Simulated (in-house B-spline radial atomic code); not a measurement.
Successive ionisation energies of boron; each step leads to the configuration of the next row (after the last: bare). Dirac energy differences include first-order Breit, QED and recoil terms. NIST's values go from ground level to ground level; the uncertainty of those that are theory runs from under 0.1 % in few-electron ions to several per cent in heavy many-electron ones. Computed with a radial B-spline atomic code at the basis-set limit: Dirac-Hartree-Fock, average of the configuration, finite nuclei.

| ion | configuration | ionisation energy (eV) | tabulated value (eV) | tabulated kind | computed minus tabulated (eV) | highest orbital | largest mean radius (bohr) |
| --- | --- | --- | --- | --- | --- | --- | --- |
| B | [He] 2s2 2p1 | 7.9 | 8.298019 | measured | -0.4 | 2p3/2 | 2.2052 |
| B+ | [He] 2s2 | ? | ? | measured | ? | ? | ? |
| B2+ | [He] 2s1 | 37.8 | 37.93059 | measured | -0.1 | 2s1/2 | 1.6355 |
| B3+ | 1s2 | ? | ? | tabulated theory | ? | ? | ? |
| B4+ | 1s1 | 340.2 | 340.226 | tabulated theory | 0.0 | 1s1/2 | 0.29987 |

(1) Fill in the row of B+.

(2) Fill in the row of B3+.

(3) Where is the largest jump?

Where a p, d or f electron is removed, the computed value is a mean over both j, so it misses the tabulated one by a part of the spin-orbit splitting; averaging over terms and missing correlation add to the gap, relatively most at low charge.

Answers

(1) ionisation energy (eV): 23.4; tabulated value (eV): 25.15483; computed minus tabulated (eV): -1.7; highest orbital: 2s1/2; largest mean radius (bohr): 1.7976.

(2) ionisation energy (eV): 258.1; tabulated value (eV): 259.3744; computed minus tabulated (eV): -1.2; highest orbital: 1s1/2; largest mean radius (bohr): 0.32436.

(3) From B2+ to B3+, by a factor of 6.82 (37.825 to 258.15 eV); the highest orbital goes from 2s1/2 to 1s1/2.
